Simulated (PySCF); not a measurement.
V(NH2)4: V(IV) (d1), charge 0. The structure is a PBE0-D3(BJ)/def2-TZVP geometry optimised for multiplicity 2; coordination tetrahedral, point group D2d, metal–donor distances 1.85 Å.

```
13

V     0.0000    0.0000    0.0000
N     0.9689    1.1120    1.1120
H     1.4135    0.7900    1.9615
H     1.4135    1.9615    0.7900
N     0.9689   -1.1120   -1.1120
H     1.4135   -0.7900   -1.9615
H     1.4135   -1.9615   -0.7900
N    -0.9689   -1.1120    1.1120
H    -1.4135   -1.9615    0.7900
H    -1.4135   -0.7900    1.9615
N    -0.9689    1.1120   -1.1120
H    -1.4135    1.9615   -0.7900
H    -1.4135    0.7900   -1.9615
```

Method (PySCF 2.14, density fitting): CASSCF(1,5) with orbitals averaged over all microstates of the shell, strongly contracted NEVPT2 on the averaged canonical orbitals; basis x2c-TZVPall on the metal, x2c-SVPall elsewhere; spin-free X2C; gas phase; spin-orbit coupling by state interaction with the mean-field operator over all roots.

Q: What is the ground state?

A: 2B1 (from 2E) (S = 1/2, orbital degeneracy 1), with 1.0 electrons in the lower (e-type) set and 0.0 in the upper (t2-type) set, by NEVPT2.

Q: List the excited states of the same spin.

A: By NEVPT2: 2A1 (from 2E) at 12910 cm⁻¹ (775 nm); 2E (from 2T2) at 19746 cm⁻¹ (506 nm); 2B2 (from 2T2) at 25231 cm⁻¹ (396 nm). The strongest, at 19746 cm⁻¹, has f = 2.1e-03.

Q: Give the fitted ligand-field and repulsion parameters.

A: At NEVPT2 level: orbital energies 0, 12910, 19746, 19746, 25231 cm⁻¹; 10Dq = 15119 cm⁻¹ (difference of the means of the two sets); ζ = 169 cm⁻¹ (free ion 245).

Q: What magnetic behaviour follows?

A: The ground doublet has g = 1.956, 1.987, 1.987. μeff is 1.73 μB at 300 K and 1.71 μB at 10 K; the spin-only value is 1.73 μB.

Charge-transfer states lie outside this active space and may come lower than some of these levels. NEVPT2 lifts 2A1 (from 2E) from 9729 to 12910 cm⁻¹; on the d shell alone such lifts tend to overshoot. An active orbital has only 0.71 squared overlap with the free ion's shell, so the metal shell alone is a small active space here. NEVPT2 on the d shell alone tends to put d–d bands too high for such charged or covalently bound ions.

The job took 5.7 s on one thread of Arm Neoverse V2 (shared host), with 144 basis functions, launched as `OMP_NUM_THREADS=1 python lf_run.py task.json out`.
